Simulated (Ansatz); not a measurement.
Gas-phase electronic energies from Ansatz, PBE0-D4/def2-TZVP geometries. CCSD(T)/CBS is the MP2 limit (def2-TZVPP, def2-QZVPP) plus CCSD(T) − MP2 in def2-TZVPP, frozen cores. This one scheme is used for every species. Functionals use def2-TZVPP. One conformer a species, not always the lowest.

`O=C=N[SiH](F)Cl` + CH₄ → `C[SiH](Cl)N=C=O` + H–F  (formal exchange of groups at the Si–F bond)

`O=C=N[SiH](F)Cl`:

```xyz
7

O    -1.635   -1.816    1.722
C    -0.982   -1.012    1.201
N    -0.302   -0.158    0.708
Si    0.562    0.619   -0.515
F    -0.190    1.963   -0.871
Cl    0.628   -0.534   -2.182
H     1.919    0.938   -0.063
```

CH₄:

Cartesian coordinates in Å:
```
C 0.000 0.000 0.000
H 0.516 -0.366 0.887
H -0.222 1.060 0.121
H -0.929 -0.553 -0.133
H 0.635 -0.141 -0.874
```

`C[SiH](Cl)N=C=O`:

Cartesian coordinates in Å:
```
C 1.245 -0.965 0.379
Si -0.413 -0.171 0.533
Cl -0.383 1.215 2.049
N -0.809 0.615 -0.930
C -1.248 1.499 -1.605
O -1.660 2.332 -2.304
H 2.011 -0.216 0.168
H 1.239 -1.694 -0.436
H 1.509 -1.480 1.305
H -1.491 -1.133 0.841
```

H–F:

Cartesian coordinates in Å:
```
F 0.257 0.334 -0.185
H -0.257 -0.334 0.185
```

| level | ΔE (kJ/mol) | difference from CCSD(T)/CBS |
| --- | --- | --- |
| PBE0-D4 | 133.0 | -5.5 |
| BHLYP-D4 | 149.8 | 11.3 |
| CAM-B3LYP-D4 | 149.3 | 10.8 |
| ωB97X-V | 142.5 | 4.0 |
| ωB97M-V | 142.3 | 3.8 |
| CAM-B3LYP | 153.0 | 14.5 |
| RPA@PBE/def2-TZVPP | 140.6 | 2.1 |
| HF/def2-SVP | 150.1 | 11.6 |
| MP2/def2-SVP | 140.8 | 2.3 |
| CCSD/def2-TZVPP | 142.9 | 4.4 |
| CCSD(T)/CBS | 138.5 | 0 |

Largest T1 diagnostic among the species: 0.014.

The D4 term adds −6.2 kJ/mol with B3LYP and −3.6 kJ/mol with PBE0; it sums over pairs of atoms, weighted by their polarisabilities, and B3LYP, whose exchange is more repulsive, gets the larger term. In def2-TZVPP, CCSD(T) changes the Hartree–Fock value by −22.1 kJ/mol (the triples alone add −2.6 kJ/mol) and MP2 by −23.7 kJ/mol.

B3LYP here is the variant with VWN-RPA as its local correlation; programs differ in this.
